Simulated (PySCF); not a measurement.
Computed shifts of a molecule C3H4BFO2, HF/pcSseg-1 (PySCF), GIAO, gas phase, equivalent atoms averaged, in ppm (number of nuclei): ¹⁹F: -84.0 (1). ¹³C: 181.2 (1), 98.3 (1), 82.2 (1). ¹H: 7.76 (1), 5.43 (1), 5.09 (1), 4.93 (1). References: ¹⁹F against CFCl3 (σ = 238.5 ppm); ¹¹B against BF3 (σ = 102.7 ppm); ¹³C against TMS (σ = 192.6 ppm); ¹⁷O against H2O (σ = 333.0 ppm); ¹H against TMS (σ = 31.99 ppm), references at their B3LYP-D3(BJ)/def2-TZVP geometries, non-relativistic. Coordinates come from a PBE0-D3(BJ)/def2-SVP optimisation. Other conformers were not sampled.

Question: Which structure fits?
A) C=C=COB(O)F
B) O=C1CB(CF)O1
C) COC1=CB(F)O1
D) FB1C=COCO1

Answer: D, FB1C=COCO1
